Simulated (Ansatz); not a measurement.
Born–Oppenheimer molecular dynamics of CH₅Cl₂InO (10 atoms, charge 0, multiplicity 1). It starts at the highest image of a converged band, a first-order saddle point between two minima.

Method: RKS CAM-B3LYP/def2-SVP in Ansatz 0.2.0.

| Quantity | Value |
| --- | --- |
| ensemble | NVE (velocity Verlet) |
| time step | 0.5 fs |
| steps asked | 200 |
| starting velocities drawn for | 100 K |
| seed | 4634 |

First frame:

```xyz
10
Properties=species:S:1:pos:R:3
In -0.821 -0.119 -0.913
C 0.679 -0.654 0.862
Cl -0.295 -1.208 -2.902
Cl -3.042 0.031 -0.204
H 0.611 0.642 0.361
O 0.340 1.590 -0.449
H 1.290 -1.411 0.348
H 1.347 -0.171 1.597
H -0.097 -1.146 1.469
H -0.012 2.447 -0.169
```

Task: What does the run give?

Result: The run went to its last step.

- steps done: 200
- time covered: 100 fs
- mean temperature over the second half: 790 K
- spread of the potential energy over the second half: 7.9 meV per atom
- mean potential energy of the second half above the start: -71.4 meV per atom

The conserved energy stayed within 0.11 meV per atom of its start (net change -0.0048 meV per atom), so the integration is sound. The kinetic energy rose, since the run started high on the potential surface and went downhill. It ends in pieces (CH3Cl2In + H2O), so much of that is their flight and rotation, not heat. A run of 0.1 ps of so small a system gives no equilibrium averages. The orbitals stay closed-shell, which can raise the energy where a bond breaks towards radicals; this wasn't checked here.

Task: What happens to the structure?

Result: Between its relaxed ends the band would form C2–H5 and break In1–C2, H5–O6. These pairs go: C2–H5 1.39 → 4.72 Å, In1–C2 2.38 → 2.15 Å, H5–O6 1.28 → 0.95 Å. In the last frame they stand as before the step (other bonds may differ from the relaxed reactants and products). Also parted: In1–H5 2.06 → 3.87 Å, In1–O6 2.12 → 3.39 Å. It ends as CH3Cl2In + H2O. Pairs count as bonded within 1.25 times the sum of covalent radii (0.12 Å more for H–H). Another seed would give other details.

Task: How do temperature and energy run in time?

Result: 
```csv
time (fs),T (K),potential energy less start (eV),conserved less start (meV/atom)
0.0,100,0.000,0.00
3.0,75,0.027,0.04
6.0,108,-0.008,0.04
9.0,234,-0.138,0.01
12.0,356,-0.265,0.02
15.0,470,-0.383,-0.01
18.0,623,-0.541,0.02
21.0,809,-0.733,-0.02
24.0,836,-0.761,-0.03
27.0,812,-0.736,0.00
30.0,834,-0.759,0.06
33.0,872,-0.798,-0.03
36.0,865,-0.791,-0.02
39.0,916,-0.843,0.07
42.0,1030,-0.963,-0.05
45.0,975,-0.905,-0.06
48.0,865,-0.791,0.03
51.0,812,-0.735,0.04
54.0,826,-0.752,-0.09
57.0,736,-0.658,0.00
60.0,733,-0.653,0.07
63.0,889,-0.817,-0.09
66.0,929,-0.858,-0.05
69.0,871,-0.798,0.02
72.0,809,-0.733,-0.01
75.0,748,-0.671,-0.06
78.0,670,-0.589,0.03
81.0,691,-0.611,0.01
84.0,720,-0.642,-0.07
87.0,702,-0.622,0.04
90.0,822,-0.746,0.02
93.0,910,-0.839,-0.06
96.0,816,-0.741,-0.01
99.0,743,-0.664,0.06
```

Time of the run: 13 min on 4 threads of Arm Neoverse N1, with other jobs on the host, peak memory 0.37 GiB.
